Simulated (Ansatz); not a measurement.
H3NOSi, SMILES `N[SiH]=O` (charge 0, multiplicity 1).

Calculation: frozen-core CCSD(T)/cc-pVDZ // PBE0-D3(BJ)/def2-TZVP (Ansatz, an electronic-structure program).

Ansatz 0.2 input:
```yaml
crystal:
  periodic: [false, false, false]
  atoms:
    - { symbol: N, position_ang: [-0.874678, -0.087397, -0.000029] }
    - { symbol: Si, position_ang: [0.784618, 0.140765, -0.014078] }
    - { symbol: O, position_ang: [1.519139, 1.436257, -0.291459] }
    - { symbol: H, position_ang: [-1.303832, -0.977375, 0.192109] }
    - { symbol: H, position_ang: [-1.533047, 0.65236, -0.182939] }
    - { symbol: H, position_ang: [1.4078, -1.164609, 0.296396] }
basis:
  gaussian: { orbitals: cc-pVDZ }
correlation:
  method: ccsd_t
```

Output:

```
Functional definition: HF
576 factors; integrals over basis functions are off by at most 1.3e-3 eV
mean field evaluation 1: about -11424.2427 eV, gradient 4.9e1 eV
mean field evaluation 2: about -11424.2472 eV, gradient 4.9e1 eV
mean field evaluation 4: about -11429.1210 eV, gradient 4.3e0 eV
mean field evaluation 8: about -11429.1751 eV, gradient 2.6e-1 eV
mean field evaluation 16: about -11429.1600 eV, gradient 1.7e0 eV
mean field -11429.17559114 eV, -420.0144560009 hartree, gradient 9.0e-7 eV, S^2 0.000000; 0 other end points of the search recorded, 0 dependent functions left out
7 core orbitals not correlated
reference -11429.17559114 eV, -420.0144560009 hartree; 9, 9 occupied and 45, 45 virtual orbitals, 576 factors
second order -12.35596514 eV of doubles, -0.00000000 eV of singles
cycle   1  -12.36519444 eV  change   -9.2e-3 eV  update   1.1e-1
cycle   2  -12.72642625 eV  change   -3.6e-1 eV  update   3.9e-2
cycle   3  -12.85931436 eV  change   -1.3e-1 eV  update   2.2e-2
cycle   4  -12.85506791 eV  change    4.2e-3 eV  update   5.6e-3
cycle   5  -12.85066415 eV  change    4.4e-3 eV  update   2.1e-3
cycle   6  -12.85123755 eV  change   -5.7e-4 eV  update   7.4e-4
cycle   7  -12.85108708 eV  change    1.5e-4 eV  update   2.7e-4
cycle   8  -12.85097153 eV  change    1.2e-4 eV  update   1.1e-4
cycle   9  -12.85099171 eV  change   -2.0e-5 eV  update   4.1e-5
cycle  10  -12.85099775 eV  change   -6.0e-6 eV  update   1.6e-5
perturbative correction -0.37224229 eV, -0.0136796520 hartree
Total energy: -11442.39883118 eV, -420.5004011093 hartree
```
